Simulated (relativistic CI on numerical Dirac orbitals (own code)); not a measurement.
**Co2+ in a cubic cluster: 2p photoemission with charge transfer**

Computed with a charge-transfer multiplet model of a cubic metal-ligand cluster with up to 3 ligand holes, Slater and spin-orbit integrals from Dirac-Coulomb-Breit ions, Slater integrals scaled by 0.7. The ground state mixes d7 with configurations of k ligand holes L, whose averages lie at kΔ + k(k − 1)U_dd/2; a core hole lowers each added d electron by U_cd. 20 K, Lorentzian 0.6 eV and Gaussian 0.8 eV FWHM.

Atomic integrals in eV (Slater integrals scaled, ζ unscaled), ground: F2dd 8.079, F4dd 5.014, zeta_d 0.063; with the core hole: F2dd 9.358, F4dd 5.849, zeta_d 0.093, zeta_core 9.664, F2cd 5.552, G1cd 4.214, G3cd 2.396.

Cluster parameters (eV): Δ = 1.6, U_cd = 9.5, 10Dq = 1.55, 10Dq(ligand) = 1, V(eg) = 1.4, V(t2g) = -0.59, final-state hopping factor = 0.9.

```csv
Case,n_d,d7,d8L,d9L2,d10L3,S
U_dd = 6.3 eV,7.46,0.57,0.41,0.02,0.00,0.53
U_dd = 7 eV,7.45,0.57,0.41,0.02,0.00,0.53
U_dd = 7.7 eV,7.44,0.57,0.41,0.02,0.00,0.53
U_dd = 8.4 eV,7.44,0.58,0.41,0.02,0.00,0.53
U_dd = 9.8 eV,7.43,0.59,0.40,0.01,0.00,0.53
```

Weights, n_d and S are thermal averages at 20 K. Binding energies count from the first peak over 30 % of the highest in each spectrum, which can be another peak from case to case. The parameters are a model scan and need not match a compound or its usual spin state. Peaks in eV (height, largest 100):
- U_dd = 6.3 eV: 0.0 (100), 4.3 (48), 6.3 (36), 9.4 (15), 11.5 (43), 14.9 (62), 19.2 (24), 20.4 (23), 23.8 (6), 27.2 (32)
- U_dd = 7 eV: 0.0 (100), 4.3 (39), 6.3 (33), 11.0 (41), 14.9 (58), 19.3 (17), 20.4 (21), 26.8 (29)
- U_dd = 7.7 eV: 0.0 (100), 4.6 (34), 6.4 (28), 10.8 (40), 15.0 (58), 20.6 (19), 26.5 (29)
- U_dd = 8.4 eV: 0.0 (100), 5.0 (31), 6.6 (23), 10.6 (39), 15.1 (58), 20.8 (17), 26.3 (29)
- U_dd = 9.8 eV: 0.0 (100), 5.8 (27), 7.5 (16), 10.3 (39), 15.1 (59), 21.4 (13), 26.0 (28)

Curve for U_dd = 7 eV (points under 2 left out, the grid thinned):

(E (eV), Intensity): (-3.1, 2.1), (-2.3, 3.7), (-1.6, 7.8), (-0.8, 35.7), (-0.1, 98.2), (0.7, 55.3), (1.4, 19.6), (2.2, 13.0), (2.9, 16.0), (3.7, 28.5), (4.4, 39.3), (5.2, 27.8), (6.0, 30.4), (6.7, 27.5), (7.5, 12.7), (8.2, 9.3), (9.0, 7.7), (9.7, 11.1), (10.5, 32.9), (11.2, 39.8), (12.0, 35.5), (12.7, 33.8), (13.5, 26.6), (14.3, 39.3), (15.0, 58.2), (15.8, 26.8), (16.5, 13.7), (17.3, 10.2), (18.0, 8.2), (18.8, 15.0), (19.5, 17.2), (20.3, 20.7), (21.0, 16.6), (21.8, 8.6), (22.6, 4.3), (23.3, 2.6), (24.1, 2.4), (24.8, 4.6), (25.6, 11.3), (26.3, 23.0), (27.1, 27.7), (27.8, 17.3), (28.6, 10.7), (29.3, 4.5), (30.1, 2.0)

For the case U_dd = 7.7 eV, Δ = 1.6 eV is smaller than U_dd = 7.7 eV, the charge-transfer side of the Zaanen-Sawatzky-Allen scheme. With the core hole the average of the configuration with one ligand hole lies at Δ − U_cd = -7.9 eV before mixing: it lies below the unscreened one, so the lowest final states are mostly screened and the unscreened weight appears at higher binding energy as a satellite.
